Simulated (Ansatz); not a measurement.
Gas-phase electronic energies from Ansatz, PBE0-D4/def2-TZVP geometries. CCSD(T)/CBS adds triple-zeta CCSD(T) − MP2 to the extrapolated MP2 energy (def2 sets, frozen cores). This one scheme is used for every species, atoms too. Functionals use def2-TZVPP. No spin–orbit coupling; open shells (•) take unrestricted orbitals. Spin–orbit coupling would lower the free atoms: a little for C, O, Si. One conformer a species, not always the lowest.

`C[SiH2]C(=O)O` → 2 C• + 6 H• + 2 O• + Si•  (atomization)

`C[SiH2]C(=O)O`:

Z-matrix (Å, degrees):
```
C
Si 1 1.858
H 1 1.092 2 111.0
H 1 1.092 2 110.3 3 -120.4
H 1 1.092 2 110.3 3 120.4
C 2 1.926 1 107.6 3 179.9
H 2 1.486 1 112.7 3 -61.8
H 2 1.486 1 112.6 3 61.7
O 6 1.346 2 113.8 1 179.6
O 6 1.204 2 124.0 1 -0.4
H 9 0.971 6 107.1 2 180.0
```

| level | ΔE (kJ/mol) |
| --- | --- |
| PBE-D4 | 4342.0 |
| B97M-V | 4246.0 |
| ωB97X-V | 4256.8 |
| HF/def2-SVP | 3045.9 |

What does CCSD(T)/CBS give? (Estimate.)

Computed: +4242.4 kJ/mol. The listed levels differ from it by 99.6, 3.6, 14.4, -1196.5 kJ/mol.

Largest T1 diagnostic among the species: 0.015.

Leaving LDA and LC-ωPBE aside and taking each functional with its dispersion term where it has one, the values, not all of them listed here, spread over 257.2 kJ/mol, from BHLYP-D4 to PBE-D4. LDA lies +571.3 kJ/mol from PBE without D4, its usual overbinding. From PBE to PBE0 (25 % exact exchange), in def2-TZVPP and without D4, ΔE moves by −100.4 kJ/mol: exact exchange takes away binding that semilocal exchange gives to molecules. The D4 term adds +32.2 kJ/mol with B3LYP and +16.9 kJ/mol with PBE0; it sums over pairs of atoms, weighted by their polarisabilities, and B3LYP, whose exchange is more repulsive, gets the larger term.

B3LYP here is the variant with VWN-RPA as its local correlation; programs differ in this.

For atomizations the MP2-based limit and the directly extrapolated one differ by several kJ/mol either way, and by 10 to 25 for some Ge, Se and Sn compounds, so smaller differences from it don't rank the levels.
